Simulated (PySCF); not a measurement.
Q: Give a PBE0-D3(BJ)/def2-SVP geometry of `C[SiH2][P-][Si](C)(C)C`. (Charge -1.)

A: 
Z-matrix in Å and degrees, rows numbered from 1:
```
C 
Si  1  1.9095
P   2  2.1856  1  109.70
Si  3  2.1961  2   96.03  1  -179.84
C   4  1.9083  3  108.75  2   179.71
C   4  1.9100  3  116.16  2   -62.12
C   4  1.9106  3  116.15  2    61.56
H   1  1.1027  2  112.24  3   179.68
H   1  1.1022  2  109.87  3   -59.36
H   1  1.1021  2  109.81  3    58.76
H   2  1.5240  1  103.90  3   127.42
H   2  1.5238  1  103.85  3  -127.41
H   5  1.1040  4  111.63  3   177.76
H   5  1.1025  4  110.36  3   -61.63
H   5  1.1022  4  110.38  3    57.12
H   6  1.1022  4  109.92  3   -56.81
H   6  1.1022  4  110.43  3    61.29
H   6  1.1050  4  112.13  3  -177.78
H   7  1.1020  4  109.83  3    53.93
H   7  1.1049  4  112.17  3   174.95
H   7  1.1024  4  110.46  3   -64.15
```

All 4 C–Si bonds measure 1.908 to 1.911 Å. Si2 (SiH2 silicon) is distorted tetrahedral (angles from 100.9° to 118.3°). Of the pairs four or more bonds apart, Si2···H17 is among the closest relative to their van der Waals radii: 3.40 Å, 103 % of the sum of Bondi's values. Si4 (four-coordinate silicon) is distorted tetrahedral (angles from 104.6° to 116.2°).

Computed, not measured: PBE0-D3(BJ)/def2-SVP geometry optimisation, gas phase (PySCF).

No frequency check. The geometry's basis has no diffuse functions, a weakness for an anion. Torsions: C1–Si2–P3–Si4 180°.

Time: 1.7 min wall; peak memory 0.85 GiB. Hardware: one thread of an Intel Xeon Platinum 8375C at 2.90 GHz, shared host with 128 logical CPUs at a one-minute load of 50. That covers the optimisation of the geometry.

One conformer stands for the species.
